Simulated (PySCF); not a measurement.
**Electronic structure of Ge+ (germanium, charge +1) at the PBE0 level**

Configuration: [Ar] 3d10 4s2 4p1, 2P determinant. All numbers are calculated (PySCF 2.14, no relativity, point nucleus, in def2-TZVP (6s5p4d1f, 48 functions)).

| Property | Result |
| --- | --- |
| Total energy | -2076.363 hartree |
| One-electron energy | -2883.524 hartree |
| Hartree (Coulomb) energy | 885.644 hartree |
| Exchange-correlation energy | -78.484 hartree |
| Kinetic energy | 2073.52705 hartree |
| ⟨S²⟩ | 0.7532 |
| ⟨L²⟩ | 2.010 |
| Sum of ⟨r⟩ | 20.82 bohr |
| Sum of ⟨r²⟩ | 28.68 bohr² |
| Traceless quadrupole moment −½Σ⟨3z² − r²⟩ along its main axis | -3.06 e·bohr² |
| Density at the nucleus (Gaussians lack the cusp) | 21900 bohr⁻³ |
| Spin density at the nucleus | -0.249 bohr⁻³ |
| Langevin diamagnetic susceptibility | -22.7 ×10⁻⁶ cm³/mol |
| Time after the integrals | 0.57 s of wall time on 1 thread of Neoverse-V1 (shared host) |

```
shell  electrons  mean orbital energy (eV)  spread (eV)  rms radius, mean of both spins (bohr)
 1s α          1                  -10869.9            0                                 0.0554
 1s β          1                  -10869.8            0                                 0.0554
 2s α          1                   -1368.0            0                                  0.232
 2s β          1                   -1368.0            0                                  0.232
 2p α          3                   -1217.8        0.070                                  0.205
 2p β          3                   -1217.8        0.156                                  0.205
 3s α          1                   -180.62            0                                  0.680
 3s β          1                   -180.56            0                                  0.680
 3p α          3                   -130.37        0.280                                  0.706
 3p β          3                   -130.29        0.478                                  0.706
 3d α          5                   -43.134        0.350                                  0.821
 3d β          5                   -43.046        0.508                                  0.821
 4s α          1                   -21.093            0                                   2.22
 4s β          1                   -19.964            0                                   2.22
 4p α          1                   -12.830            0                                   2.79
```
